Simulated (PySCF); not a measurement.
B3LYP has the VWN-RPA correlation part, as in Gaussian. Delta-SCF ions had no search for a lower state. Excitations are Tamm–Dancoff values on a coarser integration grid. The basis has no diffuse functions, so Rydberg states are missing or too high.

Z-matrix (Å, degrees):
```
C
H 1 1.0857
B 1 1.5041 2 124.41
H 3 1.1904 1 120.99 2 -154.51
H 3 1.1921 4 120.57 1 175.37
O 1 1.5547 2 110.15 3 -150.85
B 6 1.3080 1 65.32 2 -105.24
H 7 1.1779 6 140.51 1 178.45
```
Charge 0, multiplicity 1.

### Question
What is the computed S1 oscillator strength, LUMO, HOMO, vertical ionisation energy (Delta-SCF) and brightest of the four lowest singlets (TDA) (PySCF with B3LYP-D3(BJ)/def2-TZVP)?

### Answer

- S1 oscillator strength = 0.049
- LUMO = -1.81 eV
- HOMO = -8.24 eV
- vertical ionisation energy (Delta-SCF) = 10.81 eV
- brightest of the four lowest singlets (TDA) = 6.71 eV
